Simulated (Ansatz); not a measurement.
GeCl2⁺. Total charge 1; doublet. Geometry PBE-D4/def2-TZVP; atoms count from 1.

```xyz
3

Ge   -0.169    0.632    0.239
Cl   -1.092   -1.075    1.054
Cl    1.261    0.444   -1.294
```

Question: Estimate the Mulliken populations from the PBE0/def2-TZVP orbitals of Ansatz.

Answer: 
```
atom  charge (e)  spin (α − β)
 Ge1        0.94          0.52
 Cl2        0.03          0.24
 Cl3        0.03          0.24
```
Mulliken values depend strongly on the basis.

Question: Where does the spin sit?

Answer: Summed by element: Ge 0.52, Cl 0.48, of 1 unpaired in all. Largest on single atoms: Ge1 0.52, Cl2 0.24, Cl3 0.24.

Question: And the Mayer bond orders between heavy atoms (over 0.3)?

Answer: Ge1–Cl2 1.36 (2.10 Å); Ge1–Cl3 1.36 (2.10 Å).
